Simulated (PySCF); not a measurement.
A calculated (r2SCAN, PySCF 2.14, Sapporo-DKH3-DZP-2012, scalar relativity by spin-free X2C-1e) atom or ion has these occupied shells.

```json
{"shell": "1s α", "electrons": "1", "orbital energy (eV)": "-7631.3", "rms radius, mean of both spins (bohr)": "0.0649"}
{"shell": "1s β", "electrons": "1", "orbital energy (eV)": "-7631.3", "rms radius, mean of both spins (bohr)": "0.0649"}
{"shell": "2s α", "electrons": "1", "orbital energy (eV)": "-927.66", "rms radius, mean of both spins (bohr)": "0.277"}
{"shell": "2s β", "electrons": "1", "orbital energy (eV)": "-925.64", "rms radius, mean of both spins (bohr)": "0.277"}
{"shell": "2p α", "electrons": "3", "orbital energy (eV)": "-795.70", "rms radius, mean of both spins (bohr)": "0.249"}
{"shell": "2p β", "electrons": "3", "orbital energy (eV)": "-794.15", "rms radius, mean of both spins (bohr)": "0.249"}
{"shell": "3s α", "electrons": "1", "orbital energy (eV)": "-126.62", "rms radius, mean of both spins (bohr)": "0.832"}
{"shell": "3s β", "electrons": "1", "orbital energy (eV)": "-121.63", "rms radius, mean of both spins (bohr)": "0.832"}
{"shell": "3p α", "electrons": "3", "orbital energy (eV)": "-88.487", "rms radius, mean of both spins (bohr)": "0.888"}
{"shell": "3p β", "electrons": "3", "orbital energy (eV)": "-83.687", "rms radius, mean of both spins (bohr)": "0.888"}
{"shell": "3d α", "electrons": "5", "orbital energy (eV)": "-28.669", "rms radius, mean of both spins (bohr)": "1.16"}
{"shell": "3d β", "electrons": "2", "orbital energy (eV)": "-26.155", "rms radius, mean of both spins (bohr)": "1.16"}
```

(1) Name the element and its charge.

Answers

(1) Co(2+) (cobalt, charge +2), in [Ar] 3d7, high-spin 4F determinant.
